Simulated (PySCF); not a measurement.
## Where the electron goes

Compound: CH₇FSi₂.
Numbering: `[F:1][CH2:2][SiH2:3][SiH3:4]` (hydrogens: H5, H6 on C2; H7, H8 on Si3; H9, H10, H11 on Si4)

Geometry (PBE0-D3(BJ)/def2-SVP, Å), atoms numbered from 1 in this order:
```xyz
11
CH7FSi2 angstrom
F      1.259    1.550   -0.831
C      1.504    0.190   -0.795
Si     0.441   -0.602    0.578
Si    -1.746    0.200    0.320
H      2.583    0.023   -0.627
H      1.252   -0.246   -1.778
H      0.503   -2.091    0.427
H      0.982   -0.231    1.921
H     -1.790    1.663    0.615
H     -2.687   -0.512    1.239
H     -2.192   -0.025   -1.090
```

The calculation used PySCF, TDDFT CAM-B3LYP/def2-SVPD, vertical, gas phase, core orbitals frozen in the response.

Kohn–Sham orbitals with the atoms that hold most of them (Löwdin shares over 4%, at most four atoms; ? is withheld):

```json
{"orbital": "HOMO-3", "ε (eV)": "-11.31", "atoms": "Si4 41%, H10 30%, H11 14%, H9 5%"}
{"orbital": "HOMO-2", "ε (eV)": "-10.94", "atoms": "Si4 23%, Si3 21%, H9 17%, H7 14%"}
{"orbital": "HOMO-1", "ε (eV)": "-10.28", "atoms": "?"}
{"orbital": "HOMO", "ε (eV)": "?", "atoms": "?"}
{"orbital": "LUMO", "ε (eV)": "0.89", "atoms": "Si3 29%, C2 16%, Si4 14%, H8 8%"}
{"orbital": "LUMO+1", "ε (eV)": "1.07", "atoms": "Si4 39%, Si3 15%, H10 9%, H9 8%"}
{"orbital": "LUMO+2", "ε (eV)": "1.29", "atoms": "Si3 29%, Si4 26%, H8 10%, H10 8%"}
```

Problem. Which atoms hold the HOMO-1, and with what shares?

Solution. F1 (bonded to C) 24%; C2 (bonded to F, Si and 2 H) 23%; Si3 (bonded to C, Si and 2 H) 23%; H8 (bonded to Si) 7%.

Problem. Which atoms hold the HOMO, and with what shares?

Solution. Si4 (bonded to Si and 3 H) 32%; Si3 (bonded to C, Si and 2 H) 30%; C2 (bonded to F, Si and 2 H) 12%; H10 (bonded to Si) 5%. By element: silicon 62%, carbon 12%, hydrogen 5% or more.

Problem. What is the HOMO energy, and the HOMO–LUMO gap?

Solution. ε(HOMO) = -9.56 eV; the gap is 10.45 eV (0.3841 hartree).

Problem. The HOMO–LUMO gap is 10.45 eV. Where does the response calculation put the lowest singlet, and from which orbitals?

Solution. S1 is at 7.21 eV (f = 0.040), 3.25 eV below the gap, made of HOMO→LUMO (74%), HOMO→LUMO+2 (11%). Without the coupling terms of the response equations the lowest excitation would equal the gap.

Problem. Give energy, strength and leading configuration of S1 and S3, and follow the Löwdin shares of the leading atoms from the occupied to the empty orbital.

Solution. 
- S1 (7.21 eV, f 0.040), HOMO→LUMO (74%): Si4 32% → 14%, Si3 30% → 29%, C2 12% → 16%
- S3 (7.69 eV, f 0.115), HOMO→LUMO+1 (71%): Si4 32% → 39%, Si3 30% → 15%

Time: 46 s wall; peak memory 0.65 GiB. Hardware: one thread of an Arm Neoverse V1, shared host with 32 logical CPUs at a one-minute load of 9.5.

One conformer stands for the species.
